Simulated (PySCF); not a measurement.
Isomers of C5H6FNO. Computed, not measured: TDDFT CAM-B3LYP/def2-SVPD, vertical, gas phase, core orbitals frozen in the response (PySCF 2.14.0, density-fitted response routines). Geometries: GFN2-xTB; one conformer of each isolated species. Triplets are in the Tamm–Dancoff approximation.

A. `Cc1cc(CF)no1`
B. `FC[C@H](C#C)C(N)=O`
C. `O=CN[C@@H]1C=C[C@H]1F`

Lowest singlet levels (six at most, fewer where fewer were computed) with oscillator strengths:

1. 5.76 eV (f 0.001); 6.57 eV (f 0.001); 6.85 eV (f 0.003); 6.91 eV (f 0.006); 7.36 eV (f 0.005); 7.56 eV (f 0.073); T1 5.28 eV
2. 5.74 eV (f 0.002); 6.33 eV (f 0.024); 6.98 eV (f 0.017); 7.07 eV (f 0.111); 7.21 eV (f 0.157); 7.36 eV (f 0.071); T1 4.40 eV
3. 6.42 eV (f 0.188); 6.56 eV (f 0.007); 7.08 eV (f 0.010); 7.19 eV (f 0.017); 7.95 eV (f 0.115); 8.17 eV (f 0.079); T1 4.21 eV

Question: Match each spectrum to its molecule.

Answer: 1 = B, 2 = C, 3 = A.
- A: S1 at 6.42 eV, HOMO→LUMO (92%); Löwdin shares by element: HOMO carbon 54% or more, nitrogen 28% (atoms not listed hold the other 18%); LUMO carbon 36% or more, nitrogen 22%, oxygen 15% (atoms not listed hold the other 27%); HOMO -8.87 and LUMO 0.62 eV.
- B: S1 at 5.76 eV, HOMO→LUMO+1 (35%), HOMO→LUMO (34%), HOMO→LUMO+4 (8%); Löwdin shares by element: HOMO oxygen 44%, carbon 36% or more (atoms not listed hold the other 20%); LUMO carbon 42% or more, hydrogen 11% or more (atoms not listed hold the other 47%); HOMO -9.13 and LUMO 0.98 eV.
- C: S1 at 5.74 eV, HOMO-1→LUMO+2 (35%), HOMO→LUMO+2 (33%), HOMO-2→LUMO+2 (8%); Löwdin shares by element: HOMO oxygen 38%, nitrogen 22%, carbon 17% or more (atoms not listed hold the other 23%); LUMO carbon 66% or more, hydrogen 7% or more (atoms not listed hold the other 27%); HOMO -9.11 and LUMO 0.40 eV.
B and C have S1 within 0.02 eV of each other; their strongest listed levels stand at 7.56 eV (f 0.073) and 7.21 eV (f 0.157).
